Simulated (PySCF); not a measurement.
`C[C@@H]([SiH2]P)C(=O)C=O` in a uniform electric field

C4H9O2PSi.
Structure used (GFN2-xTB), in Å, numbered top down from 1:
```xyz
17
C4H9O2PSi angstrom
C     -0.1328   -1.8797    0.3767
C     -0.3317   -0.3729    0.4015
Si     0.8613    0.4772   -0.8720
P      2.8802    0.1086    0.0288
C     -1.6718    0.0495   -0.0351
O     -2.4153   -0.5782   -0.7601
C     -2.0643    1.4345    0.4436
O     -1.2728    2.2835    0.7549
H     -0.6904   -2.3494    1.1858
H     -0.4965   -2.2851   -0.5644
H      0.9197   -2.1350    0.4908
H     -0.1099    0.0440    1.3854
H      0.5043    1.8740   -1.1192
H      0.7638   -0.2748   -2.1274
H      3.5611    0.8075   -0.9516
H      2.8439    1.2045    0.8764
H     -3.1557    1.6040    0.4759
```

Level: B3LYP/def2-SVPD (PySCF); nuclei fixed, core orbitals frozen in the response. Permanent dipole (1.013, -0.027, 0.923) D (1 au = 2.5417 D). Static polarisability (au):

```
x   134.70   0.87   4.81
y     0.87 102.09   1.11
z     4.81   1.11  88.22
```

Only the terms in μ and α are kept: μ(F) = μ + αF and ΔE = −μ·F − ½ F·αF.

Problem. A field of 0.002 au (0.103 V/Å) is applied along each axis in both senses. Find the induced dipole, the size of the total dipole and the two energy terms.

Solution. 
| field along | induced x (D) | induced y (D) | induced z (D) | total size (D) | −μ·F (kJ/mol) | −½F·αF (kJ/mol) |
| --- | --- | --- | --- | --- | --- | --- |
| +x | 0.685 | 0.004 | 0.024 | 1.944 | -2.093 | -0.707 |
| −x | -0.685 | -0.004 | -0.024 | 0.957 | +2.093 | -0.707 |
| +y | 0.004 | 0.519 | 0.006 | 1.463 | +0.056 | -0.536 |
| −y | -0.004 | -0.519 | -0.006 | 1.469 | -0.056 | -0.536 |
| +z | 0.024 | 0.006 | 0.448 | 1.720 | -1.907 | -0.463 |
| −z | -0.024 | -0.006 | -0.448 | 1.097 | +1.907 | -0.463 |

Problem. For the field (0.0010, -0.0012, -0.0006) au, what is the induced dipole, and what angle does it make with the field?

Solution. αF = (0.332, -0.311, -0.126) D, at 8.8° to the field. The polarisability along this direction, F·αF/F², is 109.72 au, against a mean of 108.34 au.

Problem. At what field along the permanent dipole would the induced dipole along it equal the permanent one, in this linear picture?

Solution. The polarisability along the dipole is 118.34 au, so F = 0.5393 au / 118.34 au = 0.0046 au = 0.23 V/Å; higher-order terms are ignored.

Problem. What field makes μF equal to kT at 298 K?

Solution. kT = 0.9437 × 10⁻³ Eh, so F = 0.00175 au = 9 MV/cm.

Problem. A unit point charge sits 8 Å away. Estimate the induction energy −αe²/2R⁴ with the mean polarisability, treating the molecule as a point.

Solution. R = 15.12 bohr, so the energy is −108.3/(2 × 15.12⁴) Eh = -2.72 kJ/mol. The charge–dipole term at its most favourable orientation, −μe/R², is -6.2 kJ/mol.

The structure is a single GFN2-xTB conformer in the gas phase; no vibrational or solvent corrections.
